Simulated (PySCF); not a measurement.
First SCF of a structure search on singlet RuS(OH)₂, at a hand-made PBE minimum (heavy-atom frame) geometry. PySCF input:

```python
from pyscf import gto, scf, dft
mol = gto.M(atom='''
Ru     0.149089     0.122208     0.093183
S     -1.454179    -0.421505    -1.073612
O     -0.045763     0.349266     1.924970
O      1.887122    -0.167122    -0.490336
H     -0.296761    -0.470200     2.405306
H      2.116436    -1.114907    -0.610191''',
    basis={'Ru': 'def2-SVP', 'S': 'def2-SVP', 'O': 'def2-SVP', 'H': 'def2-SVP'},
    ecp={'Ru': 'def2-SVP'},
    charge=0, spin=0)
mf = dft.RKS(mol, xc='PBE')
mf.grids.atom_grid = (50, 194)
aux = {'Ru': 'def2-universal-JKFIT', 'S': 'def2-universal-JKFIT', 'O': 'def2-universal-JKFIT', 'H': 'def2-universal-JKFIT'}
mf = mf.density_fit(auxbasis=aux)
mf.conv_tol = 1e-08
mf.diis_space = 10
mf.max_cycle = 60
mf.init_guess = 'minao'
mf.verbose = 4
mf.kernel()
```

Excerpt of the output (cycles and frontier levels):

```
init E= -635.228705659647
  HOMO = -0.564048368418248  LUMO = -0.492221506972199  gap/eV = 1.95451
cycle= 1 E= -642.736878987948  delta_E= -7.51  |g|= 2.48  |ddm|= 3.57
  HOMO = 0.120400106360339  LUMO = 0.13477205261296  gap/eV = 0.39108
cycle= 2 E= -614.142169606527  delta_E= 28.6  |g|= 9.54  |ddm|= 16.3
  HOMO = 0.00147490103158569  LUMO = 0.0206092666985902  gap/eV = 0.52067
cycle= 3 E= -641.031515363113  delta_E= -26.9  |g|= 3.18  |ddm|= 14.8
  HOMO = -0.216732955862566  LUMO = -0.207542681528762  gap/eV = 0.25008
cycle= 4 E= -639.701882562401  delta_E= 1.33  |g|= 3.92  |ddm|=  5.6
  HOMO = -0.199780609354988  LUMO = -0.151413330751088  gap/eV = 1.31614
cycle= 5 E= -643.977715726838  delta_E= -4.28  |g|= 0.927  |ddm|= 3.57
cycle= 6 E= -643.941606696026  delta_E= 0.0361  |g|= 0.762  |ddm|= 2.88
  HOMO = -0.197716800308359  LUMO = -0.159551260973185  gap/eV = 1.03854
cycle= 7 E= -644.155630719019  delta_E= -0.214  |g|= 0.49  |ddm|= 2.79
... 13 lines left out ...
cycle= 14 E= -644.223492673389  delta_E= -5.27e-06  |g|= 0.00124  |ddm|= 0.0261
  HOMO = -0.183576370924497  LUMO = -0.175186846296855  gap/eV = 0.22829
cycle= 15 E= -644.223493537293  delta_E= -8.64e-07  |g|= 0.000126  |ddm|= 0.00704
  HOMO = -0.183579393265473  LUMO = -0.17519699377441  gap/eV = 0.22810
cycle= 16 E= -644.223493532213  delta_E= 5.08e-09  |g|= 0.00019  |ddm|= 0.000327
  HOMO = -0.183571527112643  LUMO = -0.175191083803098  gap/eV = 0.22804
cycle= 17 E= -644.223493541208  delta_E= -8.99e-09  |g|= 9.8e-06  |ddm|= 0.000223
  HOMO = -0.183573064418449  LUMO = -0.175193492406752  gap/eV = 0.22802
Extra cycle  E= -644.223493540972  delta_E= 2.36e-10  |g|= 2.64e-05  |ddm|= 0.000119
converged SCF energy = -644.223493540972
```

No lower solution of this spin was found by a stability analysis within the restricted form, which does not test spin polarisation.

At the minimum of this search the closed-shell solution is unstable towards spin polarisation, so a lower open-shell solution exists.

The search for the lowest solution, with the stability check, took 4.9 s on 2 threads of a shared Intel Xeon 6975P-C (Granite Rapids) host, with 87 basis functions; the process peaked at 0.37 GiB. Launch command: `OMP_NUM_THREADS=2 python axn.py task.json out`.
